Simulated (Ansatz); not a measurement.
B4As5H16, a cluster cut from zinc blende BAs (hydrogen-capped). Charge 0, multiplicity 2. Geometry PBE-D4/def2-SVP, that of the charge +1 singlet; atoms count from 1.

Cartesian coordinates in Å:
```
As 1.592 1.024 1.463
As -1.617 -0.053 1.762
As -0.672 1.769 -0.836
As 1.768 -0.344 -1.574
As -1.440 -1.421 -1.275
B -0.399 1.521 1.197
B 2.399 -0.523 0.375
B -1.506 -1.833 0.738
B -0.215 0.099 -1.962
H 1.803 0.776 2.945
H 2.361 2.325 1.296
H -1.385 -0.297 3.242
H -3.026 0.516 1.800
H 0.117 2.970 -1.331
H -2.092 2.227 -1.125
H 2.574 0.677 -2.362
H 2.110 -1.607 -2.343
H -2.813 -1.133 -1.862
H -1.078 -2.678 -2.045
H -0.683 2.534 1.806
H 3.613 -0.477 0.425
H 1.882 -1.541 0.804
H -2.478 -2.519 0.990
H -0.421 -2.315 1.018
H -0.394 0.303 -3.147
```

**Question.** Estimate the Mulliken populations from the PBE0/def2-SVP orbitals of Ansatz.

**Answer.** 
```tsv
atom	charge (e)	spin (α − β)
As1	0.19	0.09
As2	0.19	0.09
As3	0.09	0.30
As4	0.19	0.09
As5	0.19	0.09
B6	-0.22	-0.08
B7	-0.20	-0.05
B8	-0.20	-0.05
B9	-0.22	-0.08
H10	-0.02	0.09
H11	0.02	-0.01
H12	-0.02	0.09
H13	0.02	-0.01
H14	-0.04	0.11
H15	-0.04	0.12
H16	0.02	-0.01
H17	-0.02	0.09
H18	0.02	-0.01
H19	-0.02	0.09
H20	0.01	0.00
H21	0.00	0.00
H22	0.02	0.01
H23	0.00	0.00
H24	0.02	0.01
H25	0.01	0.00
```
Mulliken values depend strongly on the basis.

**Question.** Where does the spin sit?

**Answer.** Summed by element: As 0.67, B -0.25, H 0.58, of 1 unpaired in all. Largest on single atoms: As3 0.30, H15 0.12, H14 0.11.

**Question.** And the Mayer bond orders between heavy atoms (over 0.3)?

**Answer.** As1–B6 0.91 (2.07 Å); As1–B7 0.88 (2.06 Å); As2–B6 0.91 (2.07 Å); As2–B8 0.88 (2.06 Å); As3–B6 0.88 (2.07 Å); As3–B9 0.88 (2.07 Å); As4–B7 0.88 (2.06 Å); As4–B9 0.91 (2.07 Å); As5–B8 0.88 (2.06 Å); As5–B9 0.91 (2.07 Å).
